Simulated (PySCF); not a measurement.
C6H5NS.
Numbering: `[CH:1]#[C:2][c:3]1[cH:4][n:5][s:6][c:7]1[CH3:8]`

Cartesian coordinates in Å at the GFN2-xTB level; atoms count from 1:
```
atom  x, y, z in Å
C1    -0.7022    2.2843    1.2571
C2    -0.6837    1.2573    0.6356
C3    -0.6636    0.0523   -0.0921
C4    -1.7995   -0.5521   -0.6895
N5    -1.5854   -1.6685   -1.3232
S6    -0.0081   -2.0915   -1.2581
C7     0.4580   -0.7143   -0.3291
C8     1.8579   -0.4529    0.0844
H9    -0.7283    3.1828    1.7973
H10   -2.7981   -0.1523   -0.6524
H11    1.8747    0.2570    0.9096
H12    2.3499   -1.3749    0.3880
H13    2.4240   -0.0267   -0.7455
```

NICS is the negative of the GIAO shielding at a point without a nucleus: at the ring centre (0) and 1 Å above and below it (1); zz is the component along the ring normal. Level: GIAO PBE0/pcSseg-1 (PySCF, non-relativistic, gas phase) on the GFN2-xTB geometry, one conformer.

Ring bond lengths (Å), with Mayer bond orders in brackets: C3–C4 1.419 (1.26), C4–N5 1.301 (1.62), N5–S6 1.634 (1.16), S6–C7 1.725 (1.22), C7–C3 1.379 (1.43).

**Question.** What do the NICS probes read (ppm)?

**Answer.** 
```csv
ring,type,NICS(0),"NICS(1), two faces","NICS(1)zz, two faces",rms pucker (Å),"centre to ring atoms, mean (Å)"
C3–C4–N5–S6–C7,5-membered ring with N and S; formal bonds all aromatic,-11.9,-11.1 / -11.1,-25.8 / -25.7,0.00,1.27
```

**Question.** What can be read from them?

**Answer.** 
- C3–C4–N5–S6–C7: mean NICS(1)zz -25.8 ppm, shielded. The ring is flat and has no four-coordinate atom; by the NICS criterion it is aromatic.

**Question.** How shielded are the nuclei of the rings and their hydrogens (means over atoms taken as equivalent)?

**Answer.** 
| atoms | environment | σ isotropic (ppm) | principal values of the symmetric part, first atom (ppm) |
| --- | --- | --- | --- |
| C3 | substituted aromatic carbon | 65.4 | -2.6, 64.0, 134.8 |
| C4 | aromatic CH next to a ring nitrogen | 22.4 | -54.9, 15.0, 107.3 |
| N5 | pyridine-type nitrogen | -72.6 | -328.0, -112.8, 222.9 |
| S6 | ring sulfur | 105.2 | -60.8, 175.1, 201.1 |
| C7 | substituted aromatic carbon | 4.8 | -83.2, -29.8, 127.5 |
| H10 | aromatic hydrogen | 23.29 | 19.9, 24.3, 25.7 |

Time: 23 s wall. Hardware: an x86-64 server with one thread, no GPU, on a shared host. This is the whole shielding run at PBE0/pcSseg-1, SCF included.
